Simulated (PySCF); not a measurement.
Dipole moment and polarisability of tri-n-butylborane

Tri-n-butylborane, C12H27B.
Structure used (PBE0-D3(BJ)/def2-SVP), in Å, numbered top down from 1:
```xyz
40
C12H27B angstrom
C     -3.688   -3.711    0.259
C     -3.591   -2.445   -0.577
C     -2.289   -1.681   -0.378
C     -2.193   -0.390   -1.180
B     -0.862    0.454   -1.133
C     -0.924    1.979   -1.533
C     -1.133    2.799   -0.249
C     -1.180    4.304   -0.482
C     -1.393    5.105    0.792
C      0.474   -0.211   -0.628
C      1.784    0.553   -0.789
C      3.018   -0.171   -0.255
C      3.027   -0.361    1.254
H     -3.613   -3.485    1.335
H     -2.874   -4.413    0.016
H     -4.640   -4.237    0.095
H     -3.700   -2.696   -1.647
H     -4.440   -1.778   -0.343
H     -2.167   -1.456    0.698
H     -1.443   -2.344   -0.631
H     -2.307   -0.616   -2.264
H     -3.059    0.265   -0.967
H      0.004    2.323   -2.021
H     -1.758    2.190   -2.225
H     -2.069    2.483    0.247
H     -0.327    2.576    0.475
H     -0.241    4.619   -0.969
H     -1.982    4.531   -1.206
H     -0.594    4.911    1.525
H     -2.349    4.844    1.274
H     -1.407    6.188    0.595
H      0.284   -0.440    0.441
H      0.558   -1.218   -1.081
H      1.940    0.780   -1.858
H      1.702    1.536   -0.291
H      3.920    0.391   -0.554
H      3.101   -1.154   -0.751
H      2.972    0.607    1.778
H      2.174   -0.968    1.596
H      3.943   -0.869    1.591
```

Level: PBE0/def2-SVPD (PySCF), static field, nuclei fixed, core orbitals frozen in the response. The polarisability tensor in these axes (au):

```
x   167.59   4.39   4.38
y     4.39 178.29  -1.51
z     4.38  -1.51 143.55
```

Q: Give the principal values, the mean and the anisotropy Δα = √{½[(α1 − α2)² + (α2 − α3)² + (α1 − α3)²]}.

A: Principal values 142.63, 166.93 and 179.85 au; mean 163.14 au = 24.18 Å³ = 26.90 × 10⁻⁴⁰ C²·m²/J; Δα = 32.73 au (20 % of the mean).

Q: What is the dipole moment?

A: 0.14 D at this geometry.

Q: What would n − 1 = 2πNα be for an ideal gas of these molecules at 350 K and 1 atm, electronic part alone?

A: N = p/kT = 2.0968 × 10¹⁹ cm⁻³, so n − 1 = 2π × N × 24.18 × 10⁻²⁴ cm³ = 3185 × 10⁻⁶ at long wavelengths.

Q: Molar refractivity from α?

A: Lorentz–Lorenz: R = (4π/3)N_A α = 2.5225 cm³/(mol·Å³) × 24.18 Å³ = 61.0 cm³/mol, in the limit of long wavelengths.

Q: Form Σ f/ω² (atomic units) for the 10 lowest TDDFT singlets, given as eV and f, and set it beside the mean polarisability, which is this sum over all singlets: 5.95, 0.0121; 6.02, 0.0008; 7.16, 0.0058; 7.22, 0.0143; 7.56, 0.0048; 7.65, 0.0298; 7.71, 0.0232; 7.73, 0.0028; 7.79, 0.0014; 7.83, 0.0033.

A: They add up to 1.38 au, 0.8 % of the 163.14 au; the largest single term is 0.38 au, from the state at 7.65 eV. Terms in order: 0.25, 0.02, 0.08, 0.20, 0.06, 0.38, 0.29, 0.03, 0.02, 0.04 au. Higher excitations give the rest. The strengths listed sum to 0.098.

Geometry: PBE0-D3(BJ)/def2-SVP, one conformer, isolated molecule.
